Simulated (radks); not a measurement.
Values are calculated unless marked as measured or tabulated.
Ionisation of the terbium ion Tb12+, [Kr] 4d10 4f5 5s2, to [Kr] 4d10 4f4 5s2 as the strength of local exchange is varied. Level of theory: Dirac Kohn-Sham, Slater X-alpha exchange (alpha = 2/3 is LDA exchange), no correlation, spin-unpolarised, spherical densities, point nucleus; open shells fill j = l - 1/2 first (a radial shooting solver on a logarithmic mesh with Libxc functionals).

alpha  E(Tb12+) (hartree)  exchange (hartree)  IE (eV)  -e of the level emptied (eV)  <r> of it (bohr)
0.667         -11662.7673           -235.1999   235.53                220.07 (4f5/2)            0.6685
0.682         -11668.0578           -240.5888   236.37                220.88 (4f5/2)            0.6674
0.703         -11675.4681           -248.1407   237.55                222.02 (4f5/2)            0.6657
0.724         -11682.8827           -255.7011   238.73                223.17 (4f5/2)            0.6641
0.764         -11697.0176           -270.1255   241.00                225.37 (4f5/2)            0.6610
0.869         -11734.1958           -308.1374   247.00                231.21 (4f5/2)            0.6531

NIST Atomic Spectra Database: 250 +/- 12 eV (theoretical). The central value is not met in this range of alpha. Spin polarisation and multiplet splitting are left out, so open shells lie too high by an amount that depends on their filling.

Beside tabulated values, note that spin-unpolarised runs miss the spin-polarisation part of the exchange energy of open shells.
